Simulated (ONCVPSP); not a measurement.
**Ho (Z = 67): one change to an ONCV potential, before and after**

Ho, optimised norm-conserving Vanderbilt (ONCV), made with ONCVPSP 4.0.1 (PBE, scalar-relativistic). Core [Kr] 4d10 4f10, reference 5s2 5p6 5d1 6s2. Waves: 5s+6s: rc 2.30 bohr, ncon 5, nbas 8, qcut 6.6 1/bohr, 2 projectors; 5p: rc 1.50 bohr, ncon 5, nbas 9, qcut 5.3 1/bohr, 1 projector; 5d: rc 3.05 bohr, ncon 4, nbas 9, qcut 6.1 1/bohr, 1 projector. Local part: polynomial inside 1.40 bohr (lpopt 2, dvloc0 -1 Ha). Core correction: Teter function fitted to the true core (icmod 2), fcfact 0.25.

All-electron outer shells of the reference configuration (PBE, scalar-relativistic, ld1.x):

| shell | level (eV) | outermost node (bohr) | outermost maximum (bohr) |
| --- | --- | --- | --- |
| 5s | -54.41 | 0.61 | 1.13 |
| 5p | -29.13 | 0.66 | 1.28 |
| 4f | -9.36 | – | 0.52 |
| 6s | -4.34 | 1.52 | 3.26 |
| 5d | -2.20 | 0.74 | 1.91 |

Change: p: qcut 4.5.

Cutoffs: the cutoffs (Ha) at which the residual kinetic energy of the hardest occupied pseudo-wave falls to 1 and 0.1 mHa per electron; they do not see the model core or the augmentation charge, which bear on the density cutoff. Errors are all-electron minus pseudo energies relative to the spin-unpolarised reference configuration.

**Question.** Predict the effect on cutoff, ghosts and configuration errors.

**Answer.** The potential gets harder (85 Ha and 111 Ha → 96 Ha and 115 Ha); the errors of the 3 common tests hardly move; neither file shows a bound ghost.

| quantity | base | changed |
| --- | --- | --- |
| cutoff, loose | 85 Ha | 96 Ha |
| cutoff, tight | 111 Ha | 115 Ha |
| loose cutoff by channel | s 14 Ha, p 85 Ha, d 9.0 Ha | s 14 Ha, p 96 Ha, d 9.0 Ha |
| bound ghosts | none | none |
| GHOST(+) flags under 300 eV | none | none |
| tests counted as reliable (solved cleanly; for ONCVPSP, near-neutral configurations with less than one 5d electron left out) | 3 of 4 | 3 of 4 |
| error for 5s2 5p6 5d1 6s1, meV [ΔE 6.94 eV] | -0.3 | -0.3 |
| error for 5s2 5p6 5d1 6s0, meV [ΔE 19.54 eV] | +7.0 | +7.1 |
| error for 5s2 5p6 5d2 6s1, meV [ΔE 2.28 eV] | -7.5 | -7.5 |
| s: phases at 2.33 bohr within 0.05 rad from the reference energy up to (Ha; the scan ends near 5) | 4.4 | 4.4 |
| p: phases at 1.52 bohr within 0.05 rad from the reference energy up to (Ha; the scan ends near 5) | 2.5 | 2.3 |
| d: phases at 3.09 bohr within 0.05 rad from the reference energy up to (Ha; the scan ends near 5) | 3.4 | 3.4 |
| rms error of d²Exc/dni dnj with the model core, mHa | 1.15 | 1.15 |
